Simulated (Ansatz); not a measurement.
`N#[C][Sn]([F])([F])[F]` + `Cl[SiH](Cl)Cl` → `N#C[Si](Cl)(Cl)Cl` + `[F][SnH]([F])[F]` at 298.15 K and 1 bar (formal exchange of groups at a C–Sn bond).

Gas-phase electronic energies from Ansatz, PBE0-D4/def2-TZVP geometries. CCSD(T)/CBS adds triple-zeta CCSD(T) − MP2 to the extrapolated MP2 energy (def2 sets, frozen cores). This one scheme is used for every species. Elements past krypton have def2 core potentials. For Sn outer-core shells are correlated without core-valence functions, which leaves a few kJ/mol of doubt a bond.

| species | CCSD(T)/CBS energy (Eh) | H − E (kJ/mol) | S (J/(mol·K)) |
| --- | --- | --- | --- |
| `N#[C][Sn]([F])([F])[F]` | -606.22625 | 59.0 | 363.7 |
| `Cl[SiH](Cl)Cl` | -1669.16736 | 53.3 | 314.4 |
| `N#C[Si](Cl)(Cl)Cl` | -1761.31365 | 59.3 | 358.8 |
| `[F][SnH]([F])[F]` | -514.09299 | 50.3 | 312.4 |

H − E and S are ideal-gas, rigid-rotor, harmonic terms from PBE0-D4/def2-TZVP. 1 Eh = 2625.50 kJ/mol, R = 8.31446 J/(mol·K).

**Question.** By hand: ΔE, ΔH, ΔS and ΔG.

**Answer.** ΔE = (-1761.31365) + (-514.09299) − (-606.22625) − (-1669.16736) = -0.01303 Eh = -34.2 kJ/mol. Δ(H − E) = 59.3 + 50.3 − 59.0 − 53.3 = -2.7, so ΔH = -36.9 kJ/mol. ΔS = 358.8 + 312.4 − 363.7 − 314.4 = -6.9 J/(mol·K). ΔG = -36.9 − 298.15 × (-6.9)/1000 = -34.8 kJ/mol.

**Question.** By hand: the equilibrium constant, and the temperature at which ΔG would vanish if ΔH and ΔS stayed fixed.

**Answer.** log₁₀ K = −ΔG/(RT ln 10) = 6.1. ΔG = 0 at ΔH/ΔS = 5348 K, far beyond where these terms or the molecules hold.

The number of gas molecules stays the same, so ΔS is small and ΔH decides. A doubt of 5 kJ/mol in ΔE shifts log₁₀ K by 0.9 here. These are equilibria of isolated gas molecules and say nothing of rates. Largest T1 diagnostic: 0.015 (customary marks: 0.02 for closed shells, 0.045 for open ones).
